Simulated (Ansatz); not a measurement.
Ansatz (a program for electronic structure) input:

Ansatz 0.2 input:
```yaml
crystal:
  periodic: [false, false, false]
  atoms:
    - {symbol: O, position_ang: [-0.00000000, -0.00000000, -1.26121009]}
    - {symbol: B, position_ang: [0.00000000, 0.00000000, 0.00000000]}
    - {symbol: O, position_ang: [0.00000000, 0.00000000, 1.26121009]}
basis:
  gaussian:
    orbitals: def2-TZVP
hamiltonian:
  xc: b3lyp
  dispersion: d3bj
magnetization: {spin_polarized: true, initial_magnetization: 1}
phonons: {temperatures: {t_min: 298.15, t_max: 298.15, t_step: 100}}
```

Task: Predict the final energy.

Result: -175.38337 Eh (B3LYP-D3(BJ)/def2-TZVP). The basis has 93 functions.

It need not be the lowest isomer of its formula.
